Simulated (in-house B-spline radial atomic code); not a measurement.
## How G0W0 and RPA depend on the start: Rb⁺

Configuration [Ar] 3d10 4s2 4p6. Computed with a B-spline radial code for spherical atoms: all electrons, non-relativistic, point nucleus, each spin shell either full or empty, empty states to l = 9 with an (l + 1/2)⁻⁴ tail; G0W0 by contour deformation at full frequency.

Without relativity these are model numbers: it shifts the levels of so heavy an element strongly and can reorder them.

```
            start  mean-field 4p (eV)  G0W0 (eV)  QP weight  RPA correlation (Eh)
     Hartree-Fock             -27.445    -27.988      0.955               -2.3995
         LDA VWN5             -21.792    -27.430      0.904               -2.6403
              PBE             -21.650    -27.425      0.903               -2.6356
             PBE0             -23.384    -27.606      0.925                -2.569
           r2SCAN             -22.158    -27.497      0.917               -2.5935
            HSE06             -22.947    -27.581      0.920               -2.5759
  B3LYP (VWN-RPA)             -23.029    -27.587      0.920               -2.5837
             SCAN             -22.176    -27.463      0.917               -2.5914
             TPSS             -21.831    -27.453      0.907               -2.6215
        BHandHLYP             -24.928          ?          ?                     ?
        CAM-B3LYP             -24.838    -27.762      0.936               -2.5516
          LC-wPBE             -26.358    -27.829      0.947               -2.5463
            wB97X             -25.888    -27.810      0.945               -2.5349
           PBEsol             -21.639    -27.424      0.904               -2.6372
             BLYP             -21.472    -27.422      0.899               -2.6374
          r2SCAN0             -23.712          ?          ?                     ?
LDA exchange-only             -20.359    -27.471      0.890               -2.6395
```

(1) What G0W0 level, weight and RPA correlation energy follow from the BHandHLYP start?

(2) What G0W0 level, weight and RPA correlation energy follow from the r2SCAN0 start?

(3) How much of the dependence on the start does G0W0 remove?

Answers

(1) G0W0 level -27.756 eV, weight 0.938, RPA correlation -2.5094 hartree.

(2) G0W0 level -27.632 eV, weight 0.931, RPA correlation -2.5419 hartree.

(3) The mean-field levels span 7.09 eV and the G0W0 levels 0.566 eV. Against 27.290 eV (NIST, measured) the G0W0 removal energies are off by +0.13 to +0.70 eV, with relativity, Breit and QED terms left out.
